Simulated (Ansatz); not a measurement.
Computed with Ansatz.

Basis-set series for CH₄GaNOS. The species carries charge 0 and has multiplicity 1. The bonds changed during the relaxation, so this is another structure than the one it started from. All single points use the PBE0-D4/def2-TZVP geometry. It is one conformer, not always the lowest.

```xyz
9

N    -0.047   -0.652   -0.504
C    -0.909    0.520   -0.865
O    -1.744    0.418   -1.710
S    -0.470    1.862    0.134
Ga    0.775    0.216    1.226
H     0.650   -0.769   -1.237
H    -0.618   -1.495   -0.501
H     0.042   -0.408    2.455
H     2.320    0.309    1.001
```

```
functional       basis  functions  energy (Eh)  HOMO (eV)  LUMO (eV)
   PBE0-D4  def2-TZVPP        239  -2493.08939      -7.51      -0.96
   PBE0-D4  def2-QZVPP        450  -2493.15391      -7.53      -1.03
   ωB97M-V  def2-TZVPP        239  -2493.47954      -9.59       1.04
   ωB97M-V  def2-QZVPP        450  -2493.54160      -9.62       0.60
```

(1) Give the rows for def2-SVP. (Estimate.)

Answers

(1) The calculation gave: 
```json
{"functional": "PBE0-D4", "basis": "def2-SVP", "functions": "112", "energy (Eh)": "-2492.50857", "HOMO (eV)": "-7.42", "LUMO (eV)": "-0.74"}
{"functional": "ωB97M-V", "basis": "def2-SVP", "functions": "112", "energy (Eh)": "-2492.89535", "HOMO (eV)": "-9.44", "LUMO (eV)": "1.38"}
```

Positive LUMOs are unbound and depend on the basis. Scalar relativity is left out up to krypton.
